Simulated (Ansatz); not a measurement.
```yaml
crystal:
  periodic: [false, false, false]
  atoms:
    - {symbol: Cl, position_ang: [-1.045732, -0.402253, 2.008301]}
    - {symbol: Sn, position_ang: [0.012121, -0.047595, 0.001018]}
    - {symbol: Cl, position_ang: [2.203219, -0.695638, 0.231598]}
    - {symbol: Cl, position_ang: [-0.967925, -1.410721, -1.565966]}
    - {symbol: I, position_ang: [-0.151783, 2.482608, -0.716352]}
basis:
  gaussian: {orbitals: ANO-RCC-VTZP, fitting: {mean_field: cc-pVTZ-jkfit}}
hamiltonian: {xc: {name: B97}}
```

```sh
$ ansatz run in.yaml --threads 4 --pin off --events-out ev --progress --plain --max-ram 10444MiB
```

Problem. How does Ansatz answer? (Estimate.)

Solution. Computed: The program refused the input.
```
Functional definition: B97
Error: <dir> the basis set cc-pVTZ-JKFIT has no functions for Sn
```
